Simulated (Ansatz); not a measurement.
Born–Oppenheimer molecular dynamics of GeH4O (6 atoms, charge 0, multiplicity 1). It starts from a relaxed structure.

Level of theory: RKS B3LYP-D4/def2-SVP (Ansatz 0.2.0).

```
ensemble        : NVT, Nosé–Hoover chain
time step       : 0.5 fs
steps asked     : 300
set temperature : 1500 K
thermostat      : time constant 50 fs, chain length 5
seed            : 166775
```

Frames 0.5 fs apart, positions in Å.

Velocities at 120 fs (Å/ps):

```
Ge -0.45 -2.04 0.65
O 1.01 5.75 1.45
H 20.39 -3.34 15.56
H 12.49 35.77 1.17
H -18.40 28.47 -8.67
H 2.03 -5.50 -77.75
```

```xyz
6
Properties=species:S:1:pos:R:3 time_fs=120 energy_less_start_eV=1.006 T=1043
Ge 0.002 -0.018 -0.029
O -0.061 -0.180 1.792
H -0.435 0.676 2.092
H 0.933 0.416 -1.269
H -1.213 0.825 -0.460
H -0.780 -1.358 -0.355
6
Properties=species:S:1:pos:R:3 time_fs=120.5 energy_less_start_eV=0.983 T=1090
Ge 0.001 -0.019 -0.029
O -0.061 -0.178 1.793
H -0.424 0.674 2.100
H 0.940 0.433 -1.267
H -1.223 0.840 -0.463
H -0.778 -1.361 -0.394
6
Properties=species:S:1:pos:R:3 time_fs=121 energy_less_start_eV=0.962 T=1132
Ge 0.001 -0.020 -0.029
O -0.060 -0.174 1.793
H -0.413 0.671 2.108
H 0.948 0.450 -1.261
H -1.232 0.857 -0.466
H -0.773 -1.363 -0.433
6
Properties=species:S:1:pos:R:3 time_fs=121.5 energy_less_start_eV=0.944 T=1171
Ge 0.001 -0.021 -0.029
O -0.059 -0.171 1.794
H -0.402 0.668 2.117
H 0.956 0.466 -1.251
H -1.240 0.875 -0.468
H -0.766 -1.365 -0.472
6
Properties=species:S:1:pos:R:3 time_fs=122 energy_less_start_eV=0.926 T=1209
Ge 0.000 -0.022 -0.029
O -0.059 -0.168 1.794
H -0.390 0.666 2.127
H 0.966 0.481 -1.238
H -1.248 0.893 -0.468
H -0.756 -1.366 -0.510
6
Properties=species:S:1:pos:R:3 time_fs=122.5 energy_less_start_eV=0.905 T=1253
Ge -0.001 -0.024 -0.028
O -0.058 -0.165 1.794
H -0.379 0.664 2.137
H 0.976 0.494 -1.221
H -1.254 0.911 -0.467
H -0.743 -1.366 -0.547
6
Properties=species:S:1:pos:R:3 time_fs=123 energy_less_start_eV=0.878 T=1308
Ge -0.001 -0.025 -0.028
O -0.056 -0.162 1.794
H -0.368 0.665 2.148
H 0.987 0.507 -1.201
H -1.259 0.929 -0.464
H -0.728 -1.365 -0.583
6
Properties=species:S:1:pos:R:3 time_fs=123.5 energy_less_start_eV=0.845 T=1376
Ge -0.002 -0.026 -0.028
O -0.055 -0.159 1.794
H -0.358 0.668 2.161
H 0.999 0.519 -1.177
H -1.262 0.947 -0.460
H -0.710 -1.363 -0.618
6
Properties=species:S:1:pos:R:3 time_fs=124 energy_less_start_eV=0.804 T=1457
Ge -0.003 -0.027 -0.029
O -0.053 -0.155 1.793
H -0.348 0.672 2.173
H 1.012 0.529 -1.149
H -1.262 0.964 -0.454
H -0.690 -1.359 -0.651
6
Properties=species:S:1:pos:R:3 time_fs=124.5 energy_less_start_eV=0.759 T=1548
Ge -0.004 -0.028 -0.029
O -0.052 -0.152 1.793
H -0.339 0.677 2.187
H 1.025 0.539 -1.118
H -1.261 0.980 -0.446
H -0.667 -1.354 -0.683
6
Properties=species:S:1:pos:R:3 time_fs=125 energy_less_start_eV=0.711 T=1645
Ge -0.005 -0.029 -0.029
O -0.050 -0.150 1.792
H -0.329 0.684 2.200
H 1.039 0.548 -1.084
H -1.257 0.995 -0.437
H -0.642 -1.348 -0.712
6
Properties=species:S:1:pos:R:3 time_fs=125.5 energy_less_start_eV=0.661 T=1745
Ge -0.006 -0.030 -0.029
O -0.048 -0.147 1.791
H -0.320 0.690 2.212
H 1.054 0.556 -1.047
H -1.250 1.008 -0.427
H -0.615 -1.341 -0.740
```

Of the whole run (150 fs, mean temperature of the second half 1466 K): The conserved energy stayed within 0.38 meV per atom of its start (net change 0.08 meV per atom), so the integration is sound. A run of 0.15 ps of so small a system gives no equilibrium averages.

The run took 6.8 min on 1 thread of Arm Neoverse V2 (shared host), peak memory 0.12 GiB.
